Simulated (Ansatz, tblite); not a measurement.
Cost and result up the ladder for GaMe2(hfac) (C7H7F6GaO2) (23 atoms). Charge 0, multiplicity 1. Geometry: PBE-D4/def2-SVP.

```xyz
23

Ga    0.423    1.475    0.707
C     1.915    2.302   -0.270
H     2.229    1.654   -1.112
H     2.786    2.456    0.397
H     1.617    3.288   -0.680
C    -0.670    1.923    2.277
H    -1.533    1.232    2.354
H    -1.055    2.961    2.214
H    -0.067    1.834    3.204
O     0.975   -0.451    0.977
C     0.547   -1.449    0.317
C     1.196   -2.785    0.743
F     0.963   -3.011    2.050
F     2.528   -2.725    0.553
F     0.717   -3.834    0.042
C    -0.415   -1.457   -0.710
C    -1.061   -0.284   -1.143
C    -2.132   -0.389   -2.251
F    -1.827    0.440   -3.266
F    -3.333   -0.030   -1.755
F    -2.238   -1.641   -2.745
O    -0.887    0.903   -0.723
H    -0.678   -2.410   -1.181
```

Ansatz on 2 threads of AMD EPYC 7R13 on a shared host and a share (18 GiB) of an NVIDIA H100 80GB HBM3; xTB runs through tblite on one thread. Times are rough, summed over both states, and most runs start from the orbitals of an earlier one. PBE0-D4/def2-TZVP serves as the yardstick here, not as an exact answer. The other state is a doublet.

The xTB rows come from tblite. Single mean-field runs in def2-TZVP are fitted with def2-universal-jkfit.

Raw xTB energies of ions are shifted by several eV.

| level | functions | wall time |
| --- | --- | --- |
| GFN1-xTB | 83 | 0.058 s |
| GFN2-xTB | 76 | 0.059 s |
| PBE-D4/def2-TZVP | 555 | 11 s |
| r2SCANh-D4/def2-TZVP | 555 | 18 s |
| PBE0-D4/def2-TZVP (with forces) | 555 | 18 s |

(1) Estimate what each level gives for the vertical IE (eV).

Results:

(1) 
```tsv
level	vertical IE (eV)	difference from PBE0-D4/def2-TZVP (eV)
GFN1-xTB	14.04	4.72
GFN2-xTB	13.88	4.55
PBE-D4/def2-TZVP	8.96	-0.36
r2SCANh-D4/def2-TZVP	9.22	-0.10
PBE0-D4/def2-TZVP (with forces)	9.32	0.00
```
